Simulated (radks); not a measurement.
The numbers below are computed, except where a source is named.
Q: All-electron atom: Hf III in [Xe] 4f14 5d2 (the NIST ground configuration). Code: a radial shooting solver on a logarithmic mesh with Libxc functionals. Model: Dirac Kohn-Sham, LDA (Slater exchange, Perdew-Wang correlation), spin-unpolarised, spherical densities, finite nucleus; open shells fill j = l - 1/2 first; Fermi nuclear charge, rms radius 5.347 fm. Some entries of the table are withheld. Estimate them.

orbital,occ.,eigenvalue (eV),<1/r> (bohr^-1)
1s1/2,2,-65137.36,83.71
2s1/2,2,-11146.88,20.29
2p1/2,2,-10652.78,20.27
2p3/2,4,-9462.304,17.22
3s1/2,2,-2550.731,7.442
3p1/2,2,-2330.608,7.363
3p3/2,4,-2075.566,6.576
3d3/2,4,(1),6.470
3d5/2,6,(2),6.282
4s1/2,2,(3),3.124
4p1/2,2,-434.8589,3.016
4p3/2,4,-376.2651,2.739
4d3/2,4,-227.4163,2.521
4d5/2,6,-216.6836,2.454
5s1/2,2,-81.9504,1.183
5p1/2,2,-56.3002,1.050
5p3/2,4,-48.4428,0.9527
4f5/2,6,-32.9166,(4)
4f7/2,8,-31.1682,(5)
6s1/2,0,-17.6914,0.4267
5d3/2,2,-17.2130,0.6204
5d5/2,0,-16.6349,0.6009
6p1/2,0,-12.7202,0.3568
6p3/2,0,-11.7861,0.3346

A: 
(1) 3d3/2 eigenvalue (eV): -1700.676
(2) 3d5/2 eigenvalue (eV): -1644.997
(3) 4s1/2 eigenvalue (eV): -525.1138
(4) 4f5/2 <1/r> (bohr^-1): 1.935
(5) 4f7/2 <1/r> (bohr^-1): 1.904
